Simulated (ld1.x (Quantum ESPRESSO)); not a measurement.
# Varying the ultrasoft potential for B (Z = 5)

Base potential:

boron, ultrasoft, made with ld1.x (Quantum ESPRESSO) 7.5 (PBE, fully relativistic). Core [He], reference 2s2 2p0 (charge +1). Waves: 2s (bound): rcut 1.10, rcutus 1.30 bohr; 2s channel at -1 Ry: rcut 1.10, rcutus 1.30 bohr; 2p (bound, empty): rcut 2.30, rcutus 2.95 bohr; 2p channel at 0.75 Ry: rcut 2.30, rcutus 2.95 bohr; 3d channel at -0.2 Ry: rcut 2.40, rcutus 2.95 bohr; 3d channel at 1.7 Ry: rcut 2.40, rcutus 2.95 bohr. Local part: all-electron potential smoothed inside 2.40 bohr (lloc = -1). Core correction: Bessel-smoothed model core inside 0.65 bohr. Augmentation charge: PSQ, inside the norm-conserving radii.

Open shells are filled in proportion to 2j + 1 (rel_dist='average').

Cutoffs, loose and tight: the cutoffs (Ry, on a coarse ladder) from which the occupation-weighted sum of valence levels, in a spherical-Bessel basis at the reference potential, stays within 10 and 1 mRy of its value at 400 Ry. They do not see the model core or the augmentation charge, which bear on the density cutoff. Test errors are all-electron minus pseudo excitation energies from the reference, over the configurations 2s2 2p1; 2s1 2p0; 2s2 2p0.5; 2s1 2p1; 2s2 2p1.3; 2s1 2p2; 2s0 2p3. A dash means not determined; rows that change the core or the reference have their own tests.

```tsv
change	outcome	cutoff, loose	cutoff, tight	bound ghosts	largest test error (meV)
base	generated	15 Ry	21 Ry	none	+37
wave 3d channel at 1.7 Ry: rcut 2.40, rcutus 2.95 bohr becomes 3d channel at -0.05 Ry: rcut 2.40, rcutus 2.95 bohr	generated	15 Ry	21 Ry	none	+37
scalar-relativistic; removed wave 3d channel at 1.7 Ry: rcut 2.40, rcutus 2.95 bohr	generated	15 Ry	21 Ry	none	+37
reference 2s2 2p1	generated	15 Ry	21 Ry	none	+32
core correction Bessel-smoothed model core inside 0.72 bohr	generated	15 Ry	21 Ry	none	+42
```

Problem. What comes out with this change to the base: type TM; waves now 2s (bound): rc 1.30 bohr; 3d channel at -0.2 Ry: rc 2.95 bohr; 2p (bound): rc 2.95 bohr; local potential the p channel?

Solution. outcome: generated; cutoff, loose: 21 Ry; cutoff, tight: 55 Ry; bound ghosts: none; largest test error (meV): +132.
